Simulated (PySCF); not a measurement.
Correlation energy of Ba (barium, neutral)

[Xe] 5d1 6s1, high-spin 3D determinant (an excited configuration). Calculation: PySCF 2.14, in aug-cc-pwCVTZ-X2C (11s10p8d4f, 109 functions); the spin-free X2C one-electron Hamiltonian (Gaussian nucleus). Frozen: [Kr] 4d10; 10 electrons correlated.

```json
{"level": "CCSD", "correlation energy (mhartree)": "-182.40"}
{"level": "(T)", "correlation energy (mhartree)": "-5.51"}
{"level": "CCSD(T)", "correlation energy (mhartree)": "-187.91"}
```

Diagnostics: T1 = 0.017, D1 = 0.0696, largest double amplitude 0.023.

Spin-orbit coupling, absent here, splits the open shell strongly.

Cost of the coupled-cluster step: roughly 50 core-seconds, for 10 correlated electrons.

Iterations:

```
CC2 = 0
CCSD nocc = (np.int64(6), np.int64(4)), nmo = (86, 86)
frozen orbitals [[0, 1, 2, 3, 4, 5, 6, 7, 8, 9, 10, 11, 12, 13, 14, 15, 16, 17, 18, 19, 20, 21, 22], [0, 1, 2, 3, 4, 5, 6, 7, 8, 9, 10, 11, 12, 13, 14, 15, 16, 17, 18, 19, 20, 21, 22]]
max_cycle = 100
direct = 0
conv_tol = 1e-08
conv_tol_normt = 1e-06
diis_space = 8
diis_start_cycle = 0
Init t2, MP2 energy = -0.169203375670804
Init E_corr(UCCSD) = -0.169203375671289
cycle = 1  E_corr(UCCSD) = -0.178567920593149  dE = -0.00936454492  norm(t1,t2) = 0.0528256
cycle = 2  E_corr(UCCSD) = -0.181339044492749  dE = -0.0027711239  norm(t1,t2) = 0.0189691
cycle = 3  E_corr(UCCSD) = -0.182535550733288  dE = -0.00119650624  norm(t1,t2) = 0.00951985
cycle = 4  E_corr(UCCSD) = -0.182415772199537  dE = 0.000119778534  norm(t1,t2) = 0.00170877
cycle = 5  E_corr(UCCSD) = -0.182376863506756  dE = 3.89086928e-05  norm(t1,t2) = 0.000903573
cycle = 6  E_corr(UCCSD) = -0.182400438111207  dE = -2.35746045e-05  norm(t1,t2) = 0.00052818
cycle = 7  E_corr(UCCSD) = -0.18239584001827  dE = 4.59809294e-06  norm(t1,t2) = 0.000217665
cycle = 8  E_corr(UCCSD) = -0.182395386011092  dE = 4.54007178e-07  norm(t1,t2) = 4.14603e-05
cycle = 9  E_corr(UCCSD) = -0.182395701761021  dE = -3.15749929e-07  norm(t1,t2) = 1.15512e-05
cycle = 10  E_corr(UCCSD) = -0.182395681265303  dE = 2.04957183e-08  norm(t1,t2) = 3.23299e-06
cycle = 11  E_corr(UCCSD) = -0.182395647617945  dE = 3.36473581e-08  norm(t1,t2) = 1.50823e-06
cycle = 12  E_corr(UCCSD) = -0.182395655945615  dE = -8.32767005e-09  norm(t1,t2) = 4.33496e-07
UCCSD converged
E(UCCSD) = -8131.787187360206  E_corr = -0.182395655945615
UCCSD(T) correction = -0.00550883170610874
```
